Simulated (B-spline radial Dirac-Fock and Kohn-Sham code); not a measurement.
**N⁴⁺ 1s: cross section and angular parameters**

System: the N⁴⁺ ion, configuration [He] 2s1; threshold 503.7 eV (orbital energy of the model). These are calculated numbers from an atomic code on a B-spline grid; the model is Dirac-Hartree-Slater photoionisation with a Latter tail; cross sections with all multipoles, angular parameters from the dipole term and its interference with E2.

The run's input, task.json:

```json
{"items": [{
  "Z": 7,
  "q": 4,
  "cfg": [[1, 0, 2], [2, 0, 1]],
  "A": 14,
  "rrms": 2.5582,
  "do": "xps",
  "hv": [51.7, 80, 100, 141.0, 149.0, 150, 151.0, 416.0, 600, 689.0, 708.0, 800, 1080.0, 1130.0, 1253.6, 1600.0, 1660.0, 2000, 2320.0, 3620.0, 4640.0, 5890.0, 7570.0, 7600.0, 7620.0, 9180.0, 12000, 12300.0, 13400.0]
}]}
```

Run with: `python xray2_run.py task.json out`

For linearly polarised light dσ/dΩ = σ/(4π) [1 + β P₂(cos θ) + (δ + γ cos²θ) sin θ cos φ], with θ from the polarisation vector and φ the angle between the beam and the projection of the electron momentum on the plane normal to the polarisation.

```
hν (eV)  σ (kb)      β      γ
    600     284  2.000  0.172
    689     201  2.000  0.254
    708     187  2.000  0.269
    800     136  2.000  0.334
   1080       ?      ?      ?
   1130    53.3  2.000  0.525
 1253.6    40.0  2.000  0.583
   1600    20.1  2.000  0.726
   1660    18.1  2.000  0.748
   2000    10.6  2.000  0.861
   2320    6.89  2.000  0.956
   3620    1.83  2.000  1.273
   4640   0.864  2.000  1.476
   5890   0.415  2.000  1.694
   7570   0.190  2.000  1.954
   7600   0.188  2.000  1.958
   7620   0.186  2.000  1.961
   9180   0.104  2.000  2.174
  12000  0.0441  2.000  2.513
  12300  0.0407  2.000  2.547
  13400  0.0310  2.000  2.664
```

Question: Give the values at 1080 eV.

Answer: σ = 60.4 kb, β = 2.000, γ = 0.500. For an s subshell δ is negligible.
